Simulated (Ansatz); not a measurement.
# Cost against result

Saddle point of SiNH₅OF₂, singlet (SiNH₃F₂ ([NH2][SiH]([F])[F]) + H₂O → SiH₂OF₂ ([OH][SiH]([F])[F]) + NH₃ (still joined by a long Si–N bond); bonds formed: Si1–O7, N2–H6; bonds broken: H6–O7; bonds weakened to dative contacts: Si1–N2), PBE0-D4/def2-TZVP structure:

```
10
angstrom
Si -0.7293 -0.2598 -0.2349
N 1.1158 -0.3065 -0.2416
F -0.9221 -1.7264 -0.9181
F -1.3670 -0.6468 1.1871
H -1.4623 0.5179 -1.2442
H 0.8896 0.7765 0.3865
O -0.1401 1.4161 0.5511
H 1.5420 -0.2293 -1.1578
H 1.5034 -1.1210 0.2198
H -0.4300 1.5792 1.4521
```

Barriers are electronic and count from the start structure reached by relaxing down the imaginary mode.

Program: Ansatz 0.2.0. Basis: as named in each row. Cores are frozen in the correlated methods. B3LYP uses VWN-RPA correlation. Extrapolation: Hartree–Fock as exp(−7.88 √X), correlation as X^−2.97.

Times are rough, for one single point on 4 threads of a shared host (Arm Neoverse V1).

The estimate by CCSD(T) at an estimated basis limit (MP2 extrapolated from triple and quadruple zeta, plus CCSD(T) − MP2 in triple zeta) is 87.6 kJ/mol.

```tsv
method	basis	time (s)	barrier (kJ/mol)	method less estimate
HF	STO-3G	under 1	95.2	7.6
PBE-D4	STO-3G	under 1	-68.2	-155.8
SPW92	def2-SVP	under 1	-6.8	-94.4
B3LYP-D4	6-31G	under 1	16.9	-70.7
PBE-D4	def2-SVP	under 1	34.2	-53.4
PBE0-D4	def2-SVP	under 1	46.3	-41.3
SPW92	def2-TZVPP	1	23.8	-63.8
PBE-D4	def2-TZVPP	2	62.5	-25.1
BLYP-D4	def2-TZVPP	2	81.5	-6.1
B3LYP-D4	def2-TZVPP	2	86.7	-0.9
BHLYP-D4	def2-TZVPP	2	98.1	10.5
PBE0-D4	def2-TZVPP	3	72.5	-15.1
CAM-B3LYP-D4	def2-TZVPP	3	82.0	-5.6
wB97M-V	def2-SVP	4	49.5	-38.1
r2SCAN-D4	def2-TZVPP	4	68.1	-19.5
r2SCAN0-D4	def2-TZVPP	4	75.4	-12.2
B2PLYP	def2-TZVPP	5	87.4	-0.2
PBE-QIDH	def2-TZVPP	5	78.6	-9.0
RPA on PBE	def2-TZVPP	5	86.8	-0.8
CCSD(T)	def2-SVP	5	73.8	-13.8
wB97X-V	def2-TZVPP	7	80.2	-7.4
B97M-V	def2-TZVPP	8	85.8	-1.8
wB97M-V	def2-TZVPP	8	78.5	-9.1
MP2	def2-QZVPP	19	83.1	-4.5
CCSD(T)	def2-TZVPP	160	87.2	-0.4
```

All methods are single points on the PBE0-D4 structures; a negative value means that the method puts the saddle structure below the start.

The T1 diagnostic stays at or below 0.012.

The step is the kind of ligand exchange by which a precursor binds to a hydroxyl group, or is hydrolysed, in atomic layer deposition of oxides.

Labels in which every atom is bracketed show which atoms are joined, not bond orders.
